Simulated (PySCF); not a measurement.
# How methods differ on the excitation energy of Se²⁺

Se²⁺ [Ar] 3d10 4s2 4p2 (3P) → Se²⁺ [Ar] 3d10 4s1 4p2 5s1 (5P), as a difference of total energies. All numbers are calculated (PySCF 2.14, scalar relativity by spin-free X2C-1e, in aug-cc-pVQZ-DK (8s7p5d3f2g, 93 functions)). Correlated levels: valence: [Ar] 3d10 frozen. The calculations carry no spin-orbit coupling.

```json
{"method": "UHF", "excitation energy (cm⁻¹)": "188930"}
{"method": "LDA", "excitation energy (cm⁻¹)": "207310"}
{"method": "PBE", "excitation energy (cm⁻¹)": "205080"}
{"method": "PBE0", "excitation energy (cm⁻¹)": "203230"}
{"method": "r2SCAN0", "excitation energy (cm⁻¹)": "201910"}
{"method": "TPSSh", "excitation energy (cm⁻¹)": "204050"}
{"method": "LC-wPBE", "excitation energy (cm⁻¹)": "205660"}
{"method": "wB97M-V", "excitation energy (cm⁻¹)": "203680"}
{"method": "MP2 (valence)", "excitation energy (cm⁻¹)": "197730"}
{"method": "SCS-MP2 (valence)", "excitation energy (cm⁻¹)": "201600"}
```

A first-order spin-orbit estimate (lowest level to lowest level, LS coupling) adds 0.047 eV.

The promoted electron is Rydberg-like, and one or two diffuse shells describe it only roughly, which tends to raise the upper state.

The Hartree-Fock determinant of the upper state isn't an eigenfunction of L²: it has lost the atom's symmetry, so its energy isn't that of a pure term.
